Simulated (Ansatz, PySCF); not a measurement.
InFBr2, SMILES [F][In]([Br])[Br]. Atoms are numbered in the order given.

```xyz
4

In     0.0000     0.0000     0.4899
F      0.0000     0.0000     2.4439
Br     0.0000     2.1860    -0.6581
Br     0.0000    -2.1860    -0.6581
```
Charge 0, spin multiplicity 1.

Geometry optimised at B3LYP-D3(BJ)/def2-SVP. The structure was generated by enumeration; whether it is a known compound was not checked. The def2 effective core potentials stand for the cores of In; spin–orbit coupling is left out.

Two levels are set side by side: PBE-D3(BJ)/def2-SVP (Ansatz, a first-principles code) and B3LYP-D3(BJ)/def2-SVP (Ansatz). Each level has its own optimised geometry; the coordinates shown are those of the second. Frequencies come from the Hessian of PySCF at each geometry. Differences are taken from unrounded values.

```
quantity                            B3LYP-D3(BJ)
----------------------------------  ------------
mean bond length (Å)                       2.297
bond In1–F2 (Å)                            1.954
bond In1–Br3 (Å)                           2.469
bond In1–Br4 (Å)                           2.469
highest harmonic wavenumber (cm⁻¹)           615
mean harmonic wavenumber (cm⁻¹)              234
zero-point energy (kcal/mol)                2.01
```

### Question
What does PBE-D3(BJ) give, and how far is it from B3LYP-D3(BJ)? (Estimate from the structure and the level; the computed values follow.)

### Answer

```tsv
quantity	PBE-D3(BJ)	PBE-D3(BJ) minus B3LYP-D3(BJ)
mean bond length (Å)	2.305	0.007
bond In1–F2 (Å)	1.967	0.013
bond In1–Br3 (Å)	2.474	0.005
bond In1–Br4 (Å)	2.474	0.005
highest harmonic wavenumber (cm⁻¹)	594	-21
mean harmonic wavenumber (cm⁻¹)	227	-7
zero-point energy (kcal/mol)	1.95	-0.06
```

Exact exchange shortens and stiffens bonds; PBE has none. Differences between two approximate levels are no errors against the true value.
